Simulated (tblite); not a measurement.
C6H7B.
Numbering: `[BH2:1][C:2]1=[CH:3][C@@H:4]2[CH:5]=[CH:6][C@H:7]12` (hydrogens: H8, H9 on B1; H10 on C3; H11 on C4; H12 on C5; H13 on C6; H14 on C7)

Computed with GFN2-xTB (tblite), gas phase: L-BFGS steps from a force-field or distance-geometry start until the largest atomic force falls under 0.01 eV/Å.

Step 0: E = -475.7170 eV
```
atom  x, y, z in Å  |  force x, y, z in eV/Å
B1      2.3985   -0.0735    0.5749   -1.187   1.486  -1.802
C2      0.8392   -0.3417    0.3616    4.297  -0.049   0.898
C3      0.0838   -1.3621    0.0244    0.617  -3.267  -1.211
C4     -1.1828   -0.6277    0.1147   -1.985  -2.512   1.853
C5     -1.6015    0.2143   -0.9655   -2.249   0.574  -3.581
C6     -0.8430    1.2317   -0.6207   -0.122   2.259  -1.480
C7     -0.3271    0.5044    0.5197   -0.210   2.860   3.911
H8      3.0390   -0.3079   -0.4059    0.076  -0.520   0.737
H9      2.7247    0.9444    1.1112   -0.122  -0.828   0.351
H10     0.3455   -2.3957   -0.2460   -0.393   0.513   0.154
H11    -1.9422   -0.9947    0.8320    0.189  -0.136  -0.498
H12    -2.3039    0.0863   -1.8127    0.524  -0.143   0.657
H13    -0.6879    2.2300   -1.0415    0.119  -0.564   0.306
H14    -0.5431    0.8918    1.5318    0.445   0.327  -0.297
```

Step 1: E = -476.2022 eV
```
atom  x, y, z in Å  |  force x, y, z in eV/Å
B1      2.3816   -0.0522    0.5492    0.021   1.352  -1.286
C2      0.9006   -0.3424    0.3745   -1.428  -1.636  -0.086
C3      0.0926   -1.4087    0.0071    0.982   2.506   0.565
C4     -1.2111   -0.6636    0.1412    1.033   0.822  -0.652
C5     -1.6336    0.2225   -1.0167    1.716   1.224   1.305
C6     -0.8447    1.2640   -0.6419   -1.226  -2.068   0.054
C7     -0.3301    0.5453    0.5756    0.035  -0.711  -1.098
H8      3.0401   -0.3154   -0.3954    0.232  -0.503   0.445
H9      2.7230    0.9326    1.1162   -0.083  -0.581   0.352
H10     0.3399   -2.3884   -0.2438    0.069  -1.239  -0.316
H11    -1.9395   -0.9967    0.8249   -0.880  -0.693   0.445
H12    -2.2964    0.0842   -1.8033   -0.810  -0.357  -1.048
H13    -0.6862    2.2219   -1.0372    0.303   0.791  -0.283
H14    -0.5367    0.8964    1.5276    0.036   1.093   1.604
```

Task: Estimate the geometry and energy of step 2. (The exact step hangs on the optimiser's Hessian estimate; all steps are aligned on step 1, rigid shifts and turns removed.)

Result: E = -476.4218 eV, largest force 1.476 eV/Å
```
atom  x, y, z in Å  |  force x, y, z in eV/Å
B1      2.3791   -0.0344    0.5313   -0.214   1.001  -1.063
C2      0.8951   -0.3600    0.3756   -0.339  -0.034   0.304
C3      0.1045   -1.3894    0.0104    0.206   0.022  -0.128
C4     -1.2046   -0.6605    0.1384    0.384   0.461  -0.198
C5     -1.6204    0.2369   -1.0109   -0.310  -0.726  -0.125
C6     -0.8581    1.2471   -0.6447    0.316   0.586   0.328
C7     -0.3302    0.5442    0.5727    0.043  -0.328  -0.146
H8      3.0428   -0.3219   -0.3890    0.322  -0.466   0.237
H9      2.7218    0.9245    1.1207   -0.058  -0.388   0.373
H10     0.3397   -2.4004   -0.2468   -0.112  -0.279  -0.081
H11    -1.9485   -1.0044    0.8285   -0.407  -0.477   0.023
H12    -2.3038    0.0801   -1.8130   -0.156  -0.176  -0.305
H13    -0.6827    2.2290   -1.0395    0.133   0.031  -0.006
H14    -0.5353    0.9089    1.5440    0.190   0.773   0.785
```

The energy changes by -0.2197 eV. The first-order estimate −F·Δx gives -0.3684 eV and the mean of the old and new forces, exact on a quadratic surface, -0.2178 eV. The step makes an angle of 19° with the force vector and moves no atom by more than 0.025 Å.

What follows is the cost of the whole relaxation. The run took 1.1 s of wall time on one thread, Intel Xeon at 2.50 GHz (x86_64), shared host with 64 logical CPUs at a one-minute load of 56.
